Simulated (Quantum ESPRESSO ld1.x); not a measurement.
The run below uses ld1.x (Quantum ESPRESSO 7.5).

```
 &input
    zed=44.0,
    iswitch=1,
    rel=1,
    dft='PZ',
    config='[Ne] 3s2 3p3 4s0 3d0',
    verbosity='high',
    prefix='ld1',
    max_out_wfc=37,
    file_charge='ld1.rho',
 /
```

Command: `OMP_NUM_THREADS=1 ld1.x < ld1.in > ld1.out`

Standard output:

```
     Program LD1 v.7.5 starts

     --------------------------- All-electron run ----------------------------

     scalar relativistic calculation

     atomic number is 44.00
     dft =PZ   lsd =0 sic =0 latt =0  beta=0.20 tr2=1.0E-14
     Exchange-correlation= PZ
                           (   1   1   0   0   0   0   0)
     mesh =2049 r(mesh) =  99.46545 a.u. xmin = -8.00 dx = 0.00800
     1 Ry =  13.60569312 eV, c = 137.03599908

     n l     nl                  e(Ry)          e(Ha)          e(eV)
     1 0     1S 1( 2.00)   -1718.854654789    -859.427327395 -23386.2089561
     2 0     2S 1( 2.00)    -336.164387040    -168.082193520  -4573.7494890
     2 1     2P 1( 6.00)    -313.106222115    -156.553111057  -4260.0271730
     3 0     3S 1( 2.00)    -126.664599529     -63.332299765  -1723.3596707
     3 1     3P 1( 3.00)    -119.312274358     -59.656137179  -1623.3261907
     4 0     4S 1( 0.00)     -65.313434534     -32.656717267   -888.6345471
     3 2     3D 1( 0.00)    -109.690337383     -54.845168691  -1492.4130690

     final scf error:  9.9E-15 reached in  14 iterations

     Etot =   -7825.940953 Ry,   -3912.970477 Ha, -106477.351006 eV

     Ekin =    8130.316620 Ry,    4065.158310 Ha,  110618.592925 eV
     Encl =  -17073.100163 Ry,   -8536.550081 Ha, -232291.361469 eV
     Eh   =    1279.264470 Ry,     639.632235 Ha,   17405.279798 eV
     Exc  =    -162.421880 Ry,     -81.210940 Ha,   -2209.862260 eV

     normalization and overlap integrals

     s(1S/1S) =  1.000000  <r> =   0.0335  <r2> =    0.0015  r(max) =   0.0217
     s(1S/2S) = -0.010087
     s(1S/3S) = -0.004716
     s(1S/4S) = -0.002842
     s(2S/2S) =  1.000000  <r> =   0.1440  <r2> =    0.0244  r(max) =   0.1219
     s(2S/3S) = -0.002879
     s(2S/4S) = -0.001638
     s(2P/2P) =  1.000000  <r> =   0.1252  <r2> =    0.0191  r(max) =   0.0975
     s(2P/3P) = -0.002388
     s(3S/3S) =  1.000000  <r> =   0.3558  <r2> =    0.1439  r(max) =   0.3341
     s(3S/4S) = -0.001230
     s(3P/3P) =  1.000000  <r> =   0.3454  <r2> =    0.1375  r(max) =   0.3236
     s(4S/4S) =  1.000000  <r> =   0.6733  <r2> =    0.5097  r(max) =   0.6756
     s(3D/3D) =  1.000000  <r> =   0.3068  <r2> =    0.1087  r(max) =   0.2587

     ------------------------ End of All-electron run ------------------------
```

Run on one thread of a shared host, so times are rough (Intel(R) Xeon(R) Processor @ 2.60GHz): 0.26 s of CPU time, 0.8 s wall, 14 iterations on 2049 mesh points.
